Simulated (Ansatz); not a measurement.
Reaction (atomization): `F[SiH2]C(F)Cl` → C• + Cl• + 2 F• + 3 H• + Si•

Isolated molecules relaxed with PBE0-D4/def2-TZVP in Ansatz; ΔE leaves out vibrations. CBS: MP2 limit from def2 TZ/QZ plus the TZ coupled-cluster correction, frozen cores. This one scheme is used for every species, atoms too. DFT in def2-TZVPP. Open shells (•) are unrestricted, without spin–orbit coupling. Spin–orbit coupling would lower the free atoms: a little for C, Cl, F, Si. Each species was taken in one conformer, which may not be the lowest.

CCSD(T)/CBS gives +2787.0 kJ/mol.

Task: Another level gave +2794.2 kJ/mol. Which?
A. ωB97X-V/def2-TZVPP
B. BHLYP-D4/def2-TZVPP
C. r2SCANh/def2-TZVPP
D. LDA (SPW92)/def2-TZVPP

Result: A. ωB97X-V 2794.2, r2SCANh 2759.1, BHLYP-D4 2665.0, LDA (SPW92) 3228.0 kJ/mol.

Task: What do rigid-rotor, harmonic-oscillator terms from PBE0-D4/def2-TZVP frequencies (298.15 K, 1 bar) make of the CCSD(T)/CBS value? (Best estimate.)

Result: The calculation gave: ΔZPE = -107.0 kJ/mol, ΔH = +2710.6 kJ/mol, ΔS = 821 J/(mol·K), ΔG = +2465.9 kJ/mol. Open shells count their whole term as degenerate.

Largest T1 diagnostic among the species: 0.012.

From r2SCAN to r2SCAN0 (25 % exact exchange), in def2-TZVPP and without D4, ΔE moves by −63.8 kJ/mol: exact exchange takes away binding that semilocal exchange gives to molecules. Leaving LDA and LC-ωPBE aside and taking each functional with its dispersion term where it has one, the values, not all of them listed here, spread over 170.6 kJ/mol, from BHLYP-D4 to PBE-D4. LDA lies +409.4 kJ/mol from PBE without D4, its usual overbinding. At CCSD(T), def2-SVP lies −213.2 kJ/mol from the extrapolated value and def2-TZVPP −86.6 kJ/mol: correlation converges slowly with the basis, and small sets miss more of it in the bonded molecule than in its fragments.

For atomizations the MP2-based limit and the directly extrapolated one differ by several kJ/mol either way, and by 10 to 25 for some Ge, Se and Sn compounds, so smaller differences from it don't rank the levels.
